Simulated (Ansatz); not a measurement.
Job for Ansatz (an electronic-structure program): R-CCSD(T)/cc-pV(D+d)Z on H4OSi2 (SMILES O[Si][SiH3]), a point of a torsion scan. Files ending in .json are basis or fitting sets from the Basis Set Exchange.

Ansatz 0.2 input:
```yaml
crystal:
  periodic: [false, false, false]
  atoms:
    - {symbol: O, position_ang: [2.28101880, -0.24264513, 0.03173524]}
    - {symbol: Si, position_ang: [0.96625246, -1.20506340, 0.01982380]}
    - {symbol: Si, position_ang: [-0.95730265, 0.04519859, -0.02680086]}
    - {symbol: H, position_ang: [2.36014790, 0.71051680, -0.02072468]}
    - {symbol: H, position_ang: [-1.25407113, 1.28172399, -0.77730313]}
    - {symbol: H, position_ang: [-1.35055836, 0.39599470, 1.35252823]}
    - {symbol: H, position_ang: [-1.99236050, -0.89896266, -0.48508877]}
basis:
  gaussian:
    orbitals: cc-pV_D+d_Z.json
magnetization: {spin_polarized: false}
correlation: {method: ccsd_t, electrons: outside_noble_gas}
scf: {lower_state_search: off}
```

The head of its log:

```
WARN ansatz: RAYON_NUM_THREADS=1 ignored (pool sized by the plan → 1); use --threads N
Functional definition: HF
these checks for a lower state are left out or cut short: stability, starts, cluster_reference, orbital_swaps, neighbouring_geometries, increment
integrals: 0.07 GiB planned
813 factors; integrals over basis functions are off by at most 1.4e-3 eV
mean field: 0.19 GiB planned
mean field evaluation 1: about -17822.0067 eV, gradient 3.2e1 eV
mean field evaluation 2: about -17822.0387 eV, gradient 3.2e1 eV
mean field evaluation 4: about -17824.4250 eV, gradient 2.9e0 eV
mean field evaluation 8: about -17824.4844 eV, gradient 1.6e-1 eV
mean field -17824.48473905 eV, -655.0377322903 hartree, gradient 3.6e-6 eV, S^2 0.000000; 0 other end points of the search recorded, 0 dependent functions left out
11 core orbitals not correlated
reference -17824.48473905 eV, -655.0377322903 hartree; 9, 9 occupied and 60, 60 virtual orbitals, 813 factors
```

Q: Give the final energy of this run.

A: -655.4671 hartree (reference determinant -655.0377, T1 diagnostic 0.018).
